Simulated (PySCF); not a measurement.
Level of theory: CAM-B3LYP-D3(BJ)/def2-SVP (PySCF 2.14.0). Isolated molecules, 0 K electronic values unless said otherwise. Delta-SCF ions had no search for a lower state. 

Reference species: cyclo[22]carbon `c1c#cc#cc#cc#cc#cc#cc#cc#cc#cc#cc#1` (neutral, multiplicity 1).

| Quantity | Result |
|---|---|
| LUMO | -2.45 eV |
| vertical electron affinity (Delta-SCF) | 2.08 eV |
| vertical ionisation energy (Delta-SCF) | 8.13 eV |

After one change: the LUMO increases by 0.21 eV; the vertical electron affinity (Delta-SCF) drops by 0.31 eV; the vertical ionisation energy (Delta-SCF) goes up by 0.18 eV.

Task: What was changed between the two runs? The new species is one of these.
(A) cyclo[18]carbon `c1c#cc#cc#cc#cc#cc#cc#cc#cc#1`
(B) cyclo[12]carbon `C1#CC#CC#CC#CC#CC#C1`
(C) cyclo[26]carbon `c1c#cc#cc#cc#cc#cc#cc#cc#cc#cc#cc#cc#cc#1`
(D) cyclo[24]carbon `C1#CC#CC#CC#CC#CC#CC#CC#CC#CC#CC#CC#C1`

Result: A, cyclo[18]carbon `c1c#cc#cc#cc#cc#cc#cc#cc#cc#1`
